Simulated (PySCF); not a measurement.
C2H10N2Si.
Numbering: `[CH3:1][Si:2]([CH3:3])([NH2:4])[NH2:5]` (hydrogens: H6, H7, H8 on C1; H9, H10, H11 on C3; H12, H13 on N4; H14, H15 on N5)

Computed with PBE0-D3(BJ)/def2-SVP geometry optimisation, gas phase (PySCF).

(1) List the bond lengths and angles at this level.

Results:

(1) 
```tsv
bond	length (Å)
C1–Si2, Si2–C3	1.881
Si2–N4, Si2–N5	1.734
C1–H6 and 5 like bonds	1.102
N4–H12 and 3 like bonds	1.013
```

Bonds in one row agree within 0.01 Å and their mean is given. A selection of angles:
```tsv
angle	degrees
Si2–C1–H6	111.8
H6–C1–H7	107.3
C1–Si2–C3	108.7
C1–Si2–N4	116.1
C1–Si2–N5	105.3
N4–Si2–N5	105.4
Si2–N4–H12	120.2
H12–N4–H13	111.1
```

Si2 (four-coordinate silicon) is distorted tetrahedral (angles from 105.3° to 116.5°). N4 (silicon-bound nitrogen) has angles 120.2°, 119.2° and 111.1°, sum 350.5°, 0.21 Å off the plane of its three neighbours.

Point group: C2 (every atom within 0.08 Å of its image). PBE0-D3(BJ)/def2-SVP frequencies: not computed here. The numbers are those of one conformer (C1–Si2–N4–H -82° and 61°, C1–Si2–N5–H 179° and 36°).
